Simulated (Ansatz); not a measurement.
Consider the ligand exchange at a Y–O bond: `[OH][Y]([F])[F]` + NH₃ → `[NH2][Y]([F])[F]` + H₂O.

Gas-phase electronic energies from Ansatz, PBE0-D4/def2-TZVP geometries. CCSD(T)/CBS is the MP2 limit (def2-TZVPP, def2-QZVPP) plus CCSD(T) − MP2 in def2-TZVPP, frozen cores. This one scheme is used for every species. def2 core potentials past Kr. For Y outer-core shells are correlated without core-valence functions, which leaves a few kJ/mol of doubt a bond. Each species was taken in one conformer, which may not be the lowest.

`[OH][Y]([F])[F]`:

Cartesian coordinates in Å:
```
O 0.615 -1.048 -0.739
Y -0.254 0.434 0.305
F 0.824 1.549 1.577
F -2.212 0.817 0.090
H 1.026 -1.751 -1.233
```

NH₃:

Z-matrix (Å, degrees):
```
N
H 1 1.013
H 1 1.013 2 107.1
H 1 1.013 2 107.1 3 -114.5
```

`[NH2][Y]([F])[F]`:

```xyz
6

N    -0.201    0.893   -0.741
Y     0.165   -0.724    0.601
F     1.203   -0.343    2.274
F    -0.554   -2.533    0.114
H    -0.708    0.853   -1.618
H     0.095    1.855   -0.630
```

H₂O:

Z-matrix (Å, degrees):
```
O
H 1 0.960
H 1 0.960 2 105.1
```

| species | MP2/def2-SVP energy (Eh) |
| --- | --- |
| `[OH][Y]([F])[F]` | -312.97558 |
| NH₃ | -56.33509 |
| `[NH2][Y]([F])[F]` | -293.11551 |
| H₂O | -76.16208 |

Work out ΔE.

ΔE = (-293.11551) + (-76.16208) − (-312.97558) − (-56.33509) = 0.03308 Eh = +20.8 kcal/mol. CCSD(T)/CBS gives +17.7 kcal/mol.

What do rigid-rotor, harmonic-oscillator terms from PBE0-D4/def2-TZVP frequencies (298.15 K, 1 bar) make of the CCSD(T)/CBS value? (Best estimate.)

Computed: ΔZPE = -0.6 kcal/mol, ΔH = +17.2 kcal/mol, ΔS = -3 J/(mol·K), ΔG = +17.4 kcal/mol. Modes under 50 cm⁻¹ make the entropy rough.

Largest T1 diagnostic among the species: 0.015.

At CCSD(T), def2-SVP lies +2.6 kcal/mol from the extrapolated value and def2-TZVPP −0.2 kcal/mol. In def2-TZVPP, CCSD(T) changes the Hartree–Fock value by −1.8 kcal/mol (the triples alone add −0.2 kcal/mol) and MP2 by −1.3 kcal/mol.
